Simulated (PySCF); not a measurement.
## Curvature of the energy in the electron number along the 5d series, charge -1

Calculated with PySCF 2.14, in def2-TZVPPD with the def2 core potential (60 electrons), ECP: one orbital is emptied in steps, and each cell gives the departure of E from the straight line at half an electron, in eV (from a cubic fit). The exact functional gives zero.

| species | orbital | LDA | PBE | r2SCAN | PBE0 | BHandHLYP | LC-wPBE | UHF |
| --- | --- | --- | --- | --- | --- | --- | --- | --- |
| Ta⁻ | 5d alpha | -0.86 | -0.82 | -0.75 | -0.52 | -0.24 | 0.13 | 0.37 |
| W⁻ | 5d alpha | -0.93 | -0.89 | -0.80 | -0.56 | -0.25 | 0.12 | 0.44 |
| Ir⁻ | 5d beta | -1.03 | -1.01 | -0.90 | -0.62 | -0.26 | 0.09 | 0.54 |
| Au⁻ | 6s beta | -0.79 | -0.77 | -0.70 | -0.54 | -0.35 | 0.04 | 0.08 |

**Question.** How does the mean departure depend on the functional?

**Answer.** LDA -0.90 eV; PBE -0.87 eV; r2SCAN -0.79 eV; PBE0 -0.56 eV; BHandHLYP -0.27 eV; LC-wPBE 0.10 eV; UHF 0.36 eV. Semilocal functionals are convex (delocalisation error), Hartree-Fock is concave or straight, and exact exchange removes curvature roughly in proportion to its share, so among the functionals the range-separated hybrids usually come closest to zero.

At the full anion the orbital energy is positive in some cells, where the basis helps to hold the electron.

No spin-orbit coupling is included.
